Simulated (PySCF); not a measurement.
Simulated Si 2p region for `CCO[SiH2][GeH2][GeH3]`, binding energy against the vacuum level.

Every computed line was given a Gaussian of 0.7 eV full width at half maximum and an area set by the number of equivalent atoms (split 2:1 within a doublet); the highest printed point is 100. Method used: delta-SCF UKS SCAN, pcX-2 on the ionised atom, pcseg-1 elsewhere, spin-free X2C (PySCF).

(binding energy (eV), intensity): (105.8, 0), (105.9, 1), (106.0, 2), (106.1, 4), (106.2, 9), (106.3, 18), (106.4, 31), (106.5, 49), (106.6, 69), (106.7, 86), (106.8, 97), (106.9, 100), (107.0, 95), (107.1, 86), (107.2, 77), (107.3, 69), (107.4, 62), (107.5, 55), (107.6, 46), (107.7, 36), (107.8, 25), (107.9, 16), (108.0, 9), (108.1, 5), (108.2, 2), (108.3, 1), (108.4, 0), (108.5, 0)

Question: How many maxima does the curve show, and how many computed lines lie under it?

Answer: The curve has 1 maximum (at 106.9 eV). Under it lie 2 lines from 1 inequivalent silicon site, drawn as a 2p3/2, 2p1/2 pair. At this width some lines have no maximum of their own.

Question: Decompose the envelope and assign each component. Numbering: `[CH3:1][CH2:2][O:3][SiH2:4][GeH2:5][GeH3:6]`.

Answer: 
```json
{"position (eV)": "106.84", "relative area": "0.67", "line": "Si 2p3/2", "atoms": "Si4", "environment": "oxygen-bound silicon"}
{"position (eV)": "107.47", "relative area": "0.33", "line": "Si 2p1/2", "atoms": "Si4", "environment": "oxygen-bound silicon"}
```

Question: What are the centre and the root-mean-square width of the whole band?

Answer: The area-weighted mean of the lines is 107.05 eV. Their own spread about it is 0.29 eV (rms) and each Gaussian has σ = 0.7/2.355 = 0.30 eV; the variances add, which gives 0.42 eV.

No satellites, vibrations or lifetime broadening are included. The 2p values add to the ΔSCF energy of one spin-free hole a correction within the shell (spin–orbit coupling, ligand field). 2p1/2 minus 2p3/2 (ligand field included): Si 0.62 eV. Geometry: PBE0-D3(BJ)/def2-SVP, one conformer, isolated molecule.

On one thread of an Arm Neoverse V1, on a shared host, this took 67 s of wall time and 0.84 GiB of memory at its peak.

The values belong to the conformer `[CH3:1][CH2:2][O:3][SiH2:4][GeH2:5][GeH3:6]`: C1–C2–O3–Si4 176°, C2–O3–Si4–Ge5 -175°, O3–Si4–Ge5–Ge6 3°.
